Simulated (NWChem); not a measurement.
System: ScNH4O2; SMILES [Sc]([OH])([NH2])[OH]

Output (shortened):

```
             Northwest Computational Chemistry Package (NWChem) 7.3.0
             --------------------------------------------------------

                             Geometry "geometry" -> ""
                             -------------------------

 Output coordinates in angstroms (scale by  1.889725989 to convert to a.u.)

  No.       Tag          Charge          X              Y              Z
 ---- ---------------- ---------- -------------- -------------- --------------
    1 Sc                  21.0000    -0.00004800    -0.05035000     0.00000000
    2 O                    8.0000    -1.64079200    -0.93138400     0.00000000
    3 H                    1.0000    -2.33920300    -1.58484600     0.00000000
    4 O                    8.0000     1.67865800    -0.85639900     0.00000000
    5 H                    1.0000     2.40577100    -1.47788700     0.00000000
    6 N                    7.0000    -0.04297700     1.92552000     0.00000000
    7 H                    1.0000     0.76403600     2.54628800     0.00000000
    8 H                    1.0000    -0.87396700     2.51374600     0.00000000

 Effective nuclear repulsion energy (a.u.)     204.5561067008

                              NWChem Property Module
                              ----------------------

                                 NWChem DFT Module
                                 -----------------

 Summary of "ao basis" -> "ao basis" (spherical)
 ------------------------------------------------------------------------------
       Tag                 Description            Shells   Functions and Types
 ---------------- ------------------------------  ------  ---------------------
 Sc                        def2-svpd                12       34   5s4p2d1f
 O                         def2-svpd                 9       23   4s3p2d
 H                         def2-svpd                 4        8   2s2p
 N                         def2-svpd                 8       20   4s2p2d

            General Information
            -------------------
          SCF calculation type: DFT
          Wavefunction type:  closed shell.
          No. of atoms     :     8
          No. of electrons :    48
           Alpha electrons :    24
            Beta electrons :    24
          Charge           :     0
          Spin multiplicity:     1
          Use of symmetry is: off; symmetry adaption is: off
          Maximum number of iterations: 150
          AO basis - number of functions:   132
                     number of shells:    54
          Convergence on energy requested:  1.00D-06
          Convergence on density requested:  1.00D-05
          Convergence on gradient requested:  5.00D-04

              XC Information
              --------------
                     Hartree-Fock (Exact) Exchange  1.000
                   CAM-Becke88 Exchange Functional  1.000
                      VWN V Correlation Functional  0.190 local
              Lee-Yang-Parr Correlation Functional  0.810

           Range-Separation Parameters
           ---------------------------
           Alpha           :  0.19
           Beta            :  0.46
           Gamma           :  0.33
           Short-Range HF  :     F

             Grid Information
             ----------------
          Grid used for XC integration:  medium
          Radial quadrature: Mura-Knowles
          Angular quadrature: Lebedev.
          Tag              B.-S. Rad. Rad. Pts. Rad. Cut. Ang. Pts.
          ---              ---------- --------- --------- ---------
          Sc                  1.60      112          10.0       590
          O                   0.60       49          11.0       434
          H                   0.35       45          13.0       434
          N                   0.65       49          11.0       434
          Grid pruning is: on
          Number of quadrature shells:   439
          Spatial weights used:  Erf1

      Superposition of Atomic Density Guess
      -------------------------------------

 Sum of atomic energies:        -965.26223557

      Non-variational initial energy
      ------------------------------

 Total energy =    -965.856084
 1-e energy   =   -1727.536276
 2-e energy   =     557.124085
 HOMO         =      -0.366109
 LUMO         =      -0.093057

   convergence    iter        energy       DeltaE   RMS-Dens  Diis-err
 ---------------- ----- ----------------- --------- --------- ---------
 d= 0,ls=0.0,diis     1   -967.9439707486 -1.17D+03  1.94D-02  2.14D+00
 d= 0,ls=0.0,diis     2   -967.4412397672  5.03D-01  1.04D-02  7.87D+00
 d= 0,ls=0.0,diis     3   -968.2102744296 -7.69D-01  1.53D-03  3.65D-02
 d= 0,ls=0.0,diis     4   -968.2143588849 -4.08D-03  5.52D-04  7.93D-03
 d= 0,ls=0.0,diis     5   -968.2152979128 -9.39D-04  1.48D-04  7.91D-04
  Resetting Diis
 d= 0,ls=0.0,diis     6   -968.2153829723 -8.51D-05  5.36D-05  5.58D-05
 d= 0,ls=0.0,diis     7   -968.2153915466 -8.57D-06  1.44D-05  8.32D-07
 d= 0,ls=0.0,diis     8   -968.2153917160 -1.69D-07  3.86D-06  5.86D-07

         Total DFT energy =     -968.215391716033
      One electron energy =    -1733.901536347083
           Coulomb energy =      625.741393542101
    Exchange-Corr. energy =      -64.611355611838
 Nuclear repulsion energy =      204.556106700787

 Numeric. integr. density =       48.000001837757

                       DFT Final Molecular Orbital Analysis
                       ------------------------------------

 Vector   22  Occ=2.000000D+00  E=-3.763302D-01
              MO Center=  1.4D-02, -8.8D-01,  4.9D-09, r^2= 3.4D+00
   Bfn.  Coefficient  Atom+Function         Bfn.  Coefficient  Atom+Function
  ----- ------------  ---------------      ----- ------------  ---------------
    41      0.424637  2 O  pz                72      0.423515  4 O  pz
    44      0.292555  2 O  pz                75      0.291795  4 O  pz
    11     -0.117640  1 Sc pz                19     -0.098086  1 Sc d -1
    14      0.064786  1 Sc pz                47      0.061342  2 O  pz
    78      0.061151  4 O  pz                24     -0.052515  1 Sc d -1

 Vector   23  Occ=2.000000D+00  E=-3.730362D-01
              MO Center= -2.6D-03, -4.4D-01,  6.5D-09, r^2= 4.1D+00
   Bfn.  Coefficient  Atom+Function         Bfn.  Coefficient  Atom+Function
  ----- ------------  ---------------      ----- ------------  ---------------
    71     -0.285865  4 O  py                39      0.275896  2 O  px
    40     -0.276450  2 O  py                70     -0.261270  4 O  px
    10      0.232911  1 Sc py               102     -0.213990  6 N  py
    74     -0.197858  4 O  py                43     -0.191309  2 O  py
    42      0.190164  2 O  px                73     -0.180085  4 O  px

 Vector   24  Occ=2.000000D+00  E=-3.039216D-01
              MO Center= -4.0D-02,  1.8D+00,  2.5D-09, r^2= 1.4D+00
   Bfn.  Coefficient  Atom+Function         Bfn.  Coefficient  Atom+Function
  ----- ------------  ---------------      ----- ------------  ---------------
   103      0.540497  6 N  pz               106     -0.373257  6 N  pz
    19     -0.166593  1 Sc d -1              14     -0.115416  1 Sc pz
    11      0.099647  1 Sc pz                24     -0.092580  1 Sc d -1
   124     -0.078607  7 H  pz               132     -0.078665  8 H  pz
    17     -0.052701  1 Sc pz                47      0.040396  2 O  pz

 Vector   25  Occ=0.000000D+00  E=-1.840202D-02
              MO Center=  2.9D-03, -1.8D-01,  3.4D-07, r^2= 6.6D+00
   Bfn.  Coefficient  Atom+Function         Bfn.  Coefficient  Atom+Function
  ----- ------------  ---------------      ----- ------------  ---------------
     5      0.886355  1 Sc s                  4      0.708370  1 Sc s
    38     -0.514244  2 O  s                 69     -0.514320  4 O  s
    20      0.401202  1 Sc d  0             100     -0.380072  6 N  s
     3     -0.248252  1 Sc s                 25      0.221880  1 Sc d  0
    59      0.176782  3 H  s                 90      0.176986  5 H  s

 Vector   26  Occ=0.000000D+00  E= 3.420119D-02
              MO Center=  4.1D-02, -1.8D+00,  5.0D-07, r^2= 1.0D+01
   Bfn.  Coefficient  Atom+Function         Bfn.  Coefficient  Atom+Function
  ----- ------------  ---------------      ----- ------------  ---------------
   100      3.528890  6 N  s                  4     -1.680561  1 Sc s
   118     -1.137729  7 H  s                126     -1.141692  8 H  s
    16     -1.116311  1 Sc py                 5      1.030731  1 Sc s
    13     -0.797584  1 Sc py                20     -0.368494  1 Sc d  0
    77      0.323874  4 O  py                46      0.316535  2 O  py

 Vector   27  Occ=0.000000D+00  E= 3.839604D-02
              MO Center=  1.5D-02, -4.3D-01,  4.0D-07, r^2= 1.8D+01
   Bfn.  Coefficient  Atom+Function         Bfn.  Coefficient  Atom+Function
  ----- ------------  ---------------      ----- ------------  ---------------
    38      1.852029  2 O  s                 69     -1.838813  4 O  s
    15      1.492708  1 Sc px                12      1.239557  1 Sc px
    46      0.544785  2 O  py                77     -0.524351  4 O  py
    76      0.485672  4 O  px                45      0.465912  2 O  px
    59     -0.322956  3 H  s                 90      0.319120  5 H  s

     Multipole analysis of the density
     ---------------------------------

[...]

 DFT Linear Response polarizability / au
 Frequency  =       0.0000000 / au
              X              Y              Z
 -----------------------------------------------
 X      54.0111901     -0.0979084     -0.0000015
 Y      -0.0979081     58.9278481      0.0000005
 Z      -0.0000015      0.0000005     39.7800261
 -----------------------------------------------
 Eigenvalues =      54.0092411     58.9297970     39.7800261
 Isotropic   =      50.9063548
 Anisotropic =      17.2249261
 -----------------------------------------------

 Magnetic Dipole Response Matrix (nonzero elements):

 Exiting AOResponse driver routine
```

Level: CAM-B3LYP/def2-SVPD. Structure relaxed at the PBE0/def2-SVP level.

Write an input that gives this output.

This is not unique; one that fits is the input that was run:
```
start job
memory heap 200 mb stack 900 mb global 1100 mb
geometry units angstroms noautosym nocenter noautoz
  Sc    -0.000048    -0.050350     0.000000
  O     -1.640792    -0.931384     0.000000
  H     -2.339203    -1.584846     0.000000
  O      1.678658    -0.856399     0.000000
  H      2.405771    -1.477887     0.000000
  N     -0.042977     1.925520     0.000000
  H      0.764036     2.546288     0.000000
  H     -0.873967     2.513746     0.000000
end
basis spherical
  * library def2-svpd
end
dft
  xc xcamb88 1.00 lyp 0.81 vwn_5 0.19 hfexch 1.00
  cam 0.33 cam_alpha 0.19 cam_beta 0.46
  iterations 150
end
property
  response 1 0.0
end
task dft property
```
